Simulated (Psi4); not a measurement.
germanium atom (Ge), triplet. Base run: PBE0/cc-pVTZ in Psi4 1.11.

Psi4 was given this input:
```
memory 2 GB

molecule {
0 3
  Ge    0.00000000    0.00000000    0.00000000
}

set basis cc-pvtz
set reference uks

energy('pbe0')
print_variables()
```

Each row names what was changed in the base input (with any setting that the change needs).

```tsv
change	basis functions	E (Eh)
base	43	-2076.69480
basis = cc-pVTZ-DK; relativity = none (with scf_type pk)	43	-2063.64335
basis = cc-pVTZ-DK; relativity = spin-free X2C (with scf_type pk)	43	-2098.47375
basis = cc-pVDZ-DK; relativity = none (with scf_type pk)	27	-2064.77872
basis = cc-pVDZ-DK; relativity = spin-free X2C (with scf_type pk)	27	-2098.37934
```

Totals shift with the method and basis; they matter in differences.

Open shells are given as the SCF converged; they aren't shown to be the lowest states, and a large step between rows can be another state.

Basis sets contracted for a relativistic Hamiltonian are a mismatch without it, so the rows without relativity aren't non-relativistic limits. No row has spin-orbit coupling; sets with core potentials leave out the core electrons.
